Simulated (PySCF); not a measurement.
Radial density of C(2+) (carbon, charge +2)

UHF, [He] 2s1 3d1, high-spin 3D determinant (an excited configuration). All numbers are calculated (PySCF 2.14, the non-relativistic Hamiltonian (point nucleus), in aug-cc-pwCVQZ).

| r (bohr) | 4πr²ρ (e/bohr) | 4πr²(ρα − ρβ) |
| --- | --- | --- |
| 0.00413 | 0.02594 | 0.0010 |
| 0.00695 | 0.07083 | 0.0027 |
| 0.0117 | 0.1895 | 0.0073 |
| 0.0197 | 0.4870 | 0.0186 |
| 0.0331 | 1.175 | 0.0446 |
| 0.0556 | 2.541 | 0.0949 |
| 0.0936 | 4.592 | 0.1630 |
| 0.157 | 6.161 | 0.1831 |
| 0.265 | 5.047 | 0.0635 |
| 0.445 | 1.912 | 0.0284 |
| 0.749 | 0.7675 | 0.5762 |
| 1.26 | 0.8925 | 0.8903 |
| 2.12 | 0.4591 | 0.4591 |
| 3.57 | 0.2714 | 0.2714 |
| 6.00 | 0.04779 | 0.0478 |
| 10.1 | 4.309e-05 | 0.0000 |

The outer electron is Rydberg-like, and this basis confines it to a smaller radius and binds it less than a complete one would.
